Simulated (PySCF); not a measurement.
A calculated (BP86, PySCF 2.14, aug-cc-pVTZ, the non-relativistic Hamiltonian (point nucleus)) atom or ion has these occupied shells.

| shell | electrons | orbital energy (eV) | rms radius, mean of both spins (bohr) |
| --- | --- | --- | --- |
| 1s α | 1 | -384.49 | 0.267 |
| 1s β | 1 | -383.01 | 0.267 |
| 2s α | 1 | -19.906 | 1.48 |
| 2s β | 1 | -15.527 | 1.48 |
| 2p α | 3 | -8.352 | 1.64 |

(1) Name the element and its charge.

## Answers

(1) N (nitrogen, neutral), in [He] 2s2 2p3, high-spin 4S determinant.
